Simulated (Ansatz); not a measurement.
Level of theory: frozen-core CCSD(T)/cc-pVTZ // M06-2X/def2-TZVP in Ansatz (a quantum-chemistry and plane-wave program).

Ansatz 0.2 input:
```yaml
crystal:
  periodic: [false, false, false]
  atoms:
    - { symbol: Si, position_ang: [1.956021, 0.139483, 0.079049] }
    - { symbol: B, position_ang: [-0.007103, 0.109835, 0.106813] }
    - { symbol: Si, position_ang: [-1.958165, -0.075851, -0.013986] }
    - { symbol: H, position_ang: [2.300053, -0.884267, -0.938665] }
    - { symbol: H, position_ang: [2.581689, -0.239025, 1.366553] }
    - { symbol: H, position_ang: [2.528031, 1.439676, -0.338858] }
    - { symbol: H, position_ang: [-2.598464, -0.490818, 1.254952] }
    - { symbol: H, position_ang: [-2.64963, 1.142069, -0.494542] }
    - { symbol: H, position_ang: [-2.13896, -1.154837, -1.016605] }
basis:
  gaussian: { orbitals: cc-pVTZ }
correlation:
  method: ccsd_t
magnetization:
  spin_polarized: true
  initial_magnetization: 1
```

Output:

```
Functional definition: HF
1033 factors; integrals over basis functions are off by at most 8.2e-4 eV
mean field evaluation 1: about -16487.4864 eV, gradient 1.2e1 eV
mean field evaluation 2: about -16487.4982 eV, gradient 1.2e1 eV
mean field evaluation 4: about -16489.5641 eV, gradient 7.4e-1 eV
mean field evaluation 8: about -16489.5758 eV, gradient 2.5e-3 eV
mean field evaluation 16: about -16489.5561 eV, gradient 3.0e-1 eV
mean field evaluation 32: about -16489.4171 eV, gradient 1.3e0 eV
mean field evaluation 64: about -16489.3899 eV, gradient 1.1e-1 eV
mean field -16489.57577384 eV, -605.9807326529 hartree, gradient 3.4e-6 eV, S^2 0.763264; 5 other end points of the search recorded, 0 dependent functions left out
determinant -16489.57577384 eV, -605.9807326529 hartree, with singles and doubles -16500.38566555 eV, -606.3779888459 hartree
determinant -16489.38714860 eV, -605.9738008029 hartree, with singles and doubles -16500.19986571 eV, -606.3711608275 hartree
determinant -16489.57577384 eV, -605.9807326529 hartree, with singles and doubles -16500.11745948 eV, -606.3681324547 hartree
determinant -16489.38714860 eV, -605.9738008029 hartree, with singles and doubles -16499.93071603 eV, -606.3612697594 hartree
11 core orbitals not correlated
reference -16489.57577384 eV, -605.9807326529 hartree; 9, 8 occupied and 162, 163 virtual orbitals, 1033 factors
second order -8.84756388 eV of doubles, -0.00000000 eV of singles
cycle   1  -10.54168475 eV  change    8.9e-7 eV  update   1.5e-6
perturbative correction -0.34754613 eV, -0.0127720846 hartree
Total energy: -16500.46500473 eV, -606.3809045068 hartree
```

Cost: very roughly 11 core-minutes.
